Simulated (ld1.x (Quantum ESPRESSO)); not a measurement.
## PBE PAW dataset for Mn (Z = 25), scalar-relativistic all-electron reference.

Mn, PAW, made with ld1.x (Quantum ESPRESSO) 7.5 (PBE, scalar-relativistic). Core [Ne] 3s2, reference 3p6 3d5 4s1 4p1. Waves: 4s (bound): rcut 2.50, rcutus 3.00 bohr; 4s channel at 0.05 Ry: rcut 2.50, rcutus 3.00 bohr; 3p (bound): rcut 1.25, rcutus 1.35 bohr; 4p (bound): rcut 1.25, rcutus 1.35 bohr; 3d (bound): rcut 1.75, rcutus 2.20 bohr; 3d channel at -0.3 Ry: rcut 1.75, rcutus 2.20 bohr. Local part: all-electron potential smoothed inside 1.70 bohr (lloc = -1). Core correction: Bessel-smoothed model core inside 1.15 bohr. Augmentation charge: PSQ, inside the norm-conserving radii.

* Cutoffs needed: 50 Ry and 80 Ry (the cutoffs (Ry, on a coarse ladder) from which the occupation-weighted sum of valence levels, in a spherical-Bessel basis at the reference potential, stays within 10 and 1 mRy of its value at 400 Ry)
* Ghost test: no extra level below or beside the all-electron valence levels (s, p, d, f tested) (spherical-Bessel basis up to 400 Ry, 20 bohr box)
* Configuration tests: test run stopped at test 6 of 7 (negative rho)
* Lowest eigenvalue of the overlap operator: 0.19 (p channel)
* Density cutoff estimated by the generator: 282 Ry
